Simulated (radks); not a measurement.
Task: Species: neutral tantalum. Configuration: [Xe] 4f14 5d3 6s2 (the NIST ground configuration). All-electron calculation, scalar-relativistic Kohn-Sham, BLYP, spin-polarised, spherical densities, finite nucleus; open shells are filled with parallel spins first (spin-orbit coupling, left out, can overturn this in heavy ions); Fermi nuclear charge, rms radius 5.3507 fm. Program: a radial shooting solver on a logarithmic mesh with Libxc functionals. Some entries of the table are withheld. Estimate them.

orbital,occ.,eigenvalue (eV),<1/r> (bohr^-1),r(max) (bohr)
1s down,1,-67353.25,85.40,0.01168
1s up,1,-67353.25,85.40,0.01168
2s up,1,-11572.47,19.96,0.06686
2s down,1,-11572.36,19.96,0.06686
2p up,3,-10144.13,18.15,0.05476
2p down,3,-10144.05,18.15,0.05476
3s up,1,-2650.484,7.387,0.1887
3s down,1,-2650.463,7.387,0.1887
3p up,3,-2225.496,6.836,0.1865
3p down,3,-2225.470,6.836,0.1865
3d up,5,-1728.831,6.464,0.1519
3d down,5,-1728.770,6.464,0.1519
4s up,1,-539.7820,3.135,0.4288
4s down,1,-539.6994,3.135,0.4288
4p up,3,-400.3179,2.851,0.4495
4p down,3,-400.2411,2.851,0.4495
4d up,5,-221.6503,2.532,0.4613
4d down,5,-221.5569,2.532,0.4613
5s up,1,-72.9768,1.209,0.9892
5s down,1,-72.0169,1.216,0.9865
5p up,3,(1),1.009,1.126
5p down,3,(2),1.016,1.121
4f up,7,-24.2936,1.999,0.4411
4f down,7,-24.0548,2.005,0.4409
6s up,1,-5.6278,0.3902,2.724
6s down,1,-4.7479,0.3709,2.807
5d up,3,(3),0.5988,1.592
5d down,0,(4),0.5758,1.591

Result: 
(1) 5p up eigenvalue (eV): -39.5606
(2) 5p down eigenvalue (eV): -38.2836
(3) 5d up eigenvalue (eV): -3.9430
(4) 5d down eigenvalue (eV): -2.5552
